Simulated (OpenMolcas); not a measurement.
**How basis sets differ on C2H6AlCl (dimethylaluminum chloride)**

The species is C2H6AlCl (10 atoms), meant as a singlet with charge 0. As SMILES, `[CH3][Al]([CH3])[Cl]`. Geometry: relaxed at PBE0-D4/def2-TZVP.

Quantity: the HOMO–LUMO gap, in eV. The values are calculated.

```
               level          kind     program  value (eV)  CPU time
HF/ANO-RCC-MB (DKH2)  Hartree–Fock  OpenMolcas       13.22     8.3 s
           HF/STO-3G  Hartree–Fock  OpenMolcas       17.04     2.5 s
            HF/3-21G  Hartree–Fock  OpenMolcas       13.00     1.9 s
          HF/cc-pVDZ  Hartree–Fock  OpenMolcas       13.09       8 s
```

The values span 13.00 to 17.04 eV. A Hartree–Fock LUMO above zero doesn't converge with the basis: it sinks as sets grow more diffuse. Orbital gaps aren't excitation energies. Times are those of the runs behind each value, whatever else they computed, on shared processors of several kinds: orders of magnitude only.
